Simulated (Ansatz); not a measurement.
A nudged elastic band was laid between two geometries of Cl4F2Mo + H2 (9 atoms, charge 0, multiplicity 1).

Method: Ansatz 0.2.0, RKS PBE/def2-SVP.

```json
{
  "movable images": "5",
  "climbing image": "yes",
  "spring": "5.0 eV/Å²",
  "optimiser": "quadratic models (default)",
  "start path": "through a guess of the saddle point",
  "force threshold": "0.05 eV/Å",
  "iteration limit": "60",
  "end points": "relaxed"
}
```

First end point:

```xyz
9
Properties=species:S:1:pos:R:3
Mo -0.339 -0.274 -0.214
Cl -0.267 -0.223 2.083
Cl 1.967 -0.317 -0.348
Cl -0.361 2.018 -0.365
Cl -2.648 -0.346 -0.188
F -0.325 -2.138 -0.170
F -0.402 -0.396 -2.073
H 2.516 2.383 1.839
H 2.212 2.283 2.538
```

Last end point:

```xyz
9
Properties=species:S:1:pos:R:3
Mo -0.255 0.054 -0.372
Cl 1.633 1.330 3.013
Cl 2.065 -0.330 -0.120
Cl -1.177 2.143 -0.305
Cl -2.339 -0.754 -0.990
F -0.388 -1.221 0.964
F 0.260 0.274 -2.133
H 0.337 0.918 0.928
H 2.215 0.576 2.118
```

**Question.** Which bonds break or form, and what moves?

**Answer.** Bonds broken: Mo1–Cl2, H8–H9. Bonds formed: Mo1–H8, Cl2–H9. Cl4F2Mo + H2 becomes Cl3F2HMo + ClH.

**Question.** What energy profile does the band end with?

**Answer.** The forces met the threshold. The highest image is number 2 of 0 to 6, 109.4 kJ/mol above the first end and 54.6 kJ/mol above the last; the last end lies 54.8 kJ/mol above the first. A vibrational analysis at the climbing image gives one clearly imaginary mode, 382i cm⁻¹, and a faint second one (30i cm⁻¹) that may be numerical noise or a soft torsion: probably a first-order saddle point. The orbitals stay closed-shell, which can raise the energy where a bond breaks towards radicals; this wasn't checked here.

```tsv
image	path coordinate (Å)	energy (kJ/mol)	Mo1–Cl2 (Å)	H8–H9 (Å)	Mo1–H8 (Å)
0	0.00	0.0	2.30	0.77	4.41
1	2.13	6.3	2.30	0.77	3.72
2	4.26	109.4	2.41	0.80	2.22
3	6.04	69.7	2.95	2.35	1.66
4	7.82	57.3	3.83	2.65	1.66
5	9.60	54.9	4.04	2.36	1.67
6	11.38	54.8	4.08	2.25	1.67
```

**Question.** What is the geometry of the highest image?

**Answer.** 
```xyz
9
Properties=species:S:1:pos:R:3
Mo -0.010 0.201 0.086
Cl -0.783 0.408 2.356
Cl 2.156 0.395 -0.987
Cl -0.140 2.473 -0.138
Cl -2.332 -0.064 -0.112
F 0.557 -1.473 0.640
F -0.291 -0.414 -1.651
H 1.860 0.731 1.153
H 1.335 0.734 1.755
```

The band took 40 iterations and roughly 30 core-minutes.

Time of the run: 8.6 min on 4 threads of Arm Neoverse V2, on a shared host, peak memory 0.24 GiB.
